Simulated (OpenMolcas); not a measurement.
## Pd3+: effect of the metal basis

Pd3+ with its 6 nearest fluoride ions at 2.108 Å, on the Y site of Cs2NaYF6 (a = 9.075 Å, distance in the model lattice 2.178 Å). The rest of the host is ab initio model potentials to 7.6 Å and point charges beyond; the distance is set by hand and nothing relaxes.

- Program: OpenMolcas 26.06
- Method: SS-CASPT2, IPEA 0.25 Eh, imaginary shift 0.1 Eh (closed shells correlated: 4s 4p and the ligand valence shells)
- Spin-orbit coupling: state interaction with AMFI integrals over the reference wave functions

Fixed: ligand basis ANO-RCC-VDZP, active space 7 electrons in 5 orbitals (4d), DKH2 Hamiltonian.

States (labels of O, the rotations of Oh). Energies in cm-1 above the lowest state or level, χT in cm3 K/mol.

```tsv
Run	Metal basis	Ground state	First state of that spin	First gap with spin-orbit (degeneracies)	χT at 300 K	First state of another spin	Cost
A	ANO-RCC-VDZP	2E	16870	7530 (4, 2)	0.509	4T1 8910	roughly 3 core-minutes
B	ANO-RCC-VTZP	2E	16100	7080 (4, 2)	0.513	4T1 8420	roughly 5 core-minutes
```

Costs are those of the CASPT2 steps.

Roots that are degenerate in the reference are averaged as groups; the widest CASPT2 spread within a group is 480 cm-1 (the 3-fold group of multiplicity 2 near 17600 cm-1 above the lowest state of its run, A). Shifts and gaps below about the spread of the groups concerned are not significant. Over all roots computed the reference weight is 0.68 to 0.72 in A, 0.68 to 0.71 in B; a low but even weight reflects the number of correlated electrons. An orbital doublet at a regular site is open to a Jahn-Teller distortion, which this geometry leaves out. This shell can be high or low spin here, a state of another spin lies low, and with metal d orbitals alone active their balance is uncertain, so the ground spin may be wrong, although the usual error favours high spin. Ligand-to-metal charge-transfer states are missing. With no ligand orbital active B as a rule stays too high, so bands that hang on it stand too high and its fall with covalency is understated. With one d shell and no ligand orbital active, 10Dq can be off by a tenth or more. The least metal-like active orbital is 77 % on the metal (Löwdin) and no ligand orbital is active, so the numbers are rough (holds for A). The least metal-like active orbital is 81 % on the metal (Löwdin) and no ligand orbital is active, so the numbers are rough (holds for B). These CASPT2 states fit no ligand-field parameters well, so their order and spin gaps are uncertain (holds for B). No measured value stands beside these numbers; the geometry was set by hand and not optimised.
